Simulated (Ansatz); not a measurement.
Computed with Ansatz on PBE0-D4/def2-TZVP structures; ΔE is electronic, products minus reactants. CCSD(T)/CBS is the MP2 limit (def2-TZVPP, def2-QZVPP) plus CCSD(T) − MP2 in def2-TZVPP, frozen cores. This one scheme is used for every species. DFT in def2-TZVPP. B3LYP here is the variant with VWN-RPA as its local correlation; programs differ in this. One conformer a species, not always the lowest.

Consider the ligand exchange at the Si–C bond: `O[SiH](F)CCl` + CH₃SH → `CS[SiH](O)F` + `CCl`.

`O[SiH](F)CCl`:

Z-matrix (Å, degrees):
```
Si
F 1 1.594
C 1 1.874 2 106.7
O 1 1.624 2 111.4 3 -121.0
H 1 1.475 2 107.9 3 121.2
Cl 3 1.791 1 108.8 2 -74.6
H 3 1.091 1 111.8 2 167.0
H 3 1.090 1 112.5 2 44.4
H 4 0.961 1 116.8 2 76.6
```

CH₃SH:

Cartesian coordinates in Å:
```
C -0.365 -0.071 -0.322
S 1.083 -0.549 0.648
H -1.202 0.203 0.319
H -0.645 -0.951 -0.902
H -0.134 0.740 -1.011
H 1.262 0.628 1.267
```

`CS[SiH](O)F`:

Z-matrix (Å, degrees):
```
C
S 1 1.820
H 1 1.088 2 110.8
H 1 1.089 2 106.4 3 -118.8
H 1 1.090 2 111.1 3 122.9
Si 2 2.111 1 99.7 3 -59.5
F 6 1.598 2 107.9 1 45.4
O 6 1.625 2 109.0 1 167.0
H 6 1.473 2 115.0 1 -72.7
H 8 0.959 6 118.4 2 -46.2
```

`CCl`:

Cartesian coordinates in Å:
```
C -0.114 0.080 0.043
Cl 1.272 -0.892 -0.483
H -0.973 -0.178 -0.572
H 0.133 1.132 -0.077
H -0.318 -0.142 1.088
```

Question: Is it downhill or uphill in electronic energy at CCSD(T)/CBS, and by how much? (Estimate.)

Answer: Ansatz gave: Downhill: ΔE = -15.8 kcal/mol.

Question: What do these levels give: r2SCAN-D4, r2SCAN, PBE0, B3LYP, HF/def2-TZVPP, SCS-MP2/def2-QZVPP? (Best estimate.)

Answer: The calculation gave: r2SCAN-D4 -16.6, r2SCAN -16.6, PBE0 -16.3, B3LYP -15.7, HF/def2-TZVPP -15.8, SCS-MP2/def2-QZVPP -16.1 kcal/mol.

Largest T1 diagnostic among the species: 0.011.
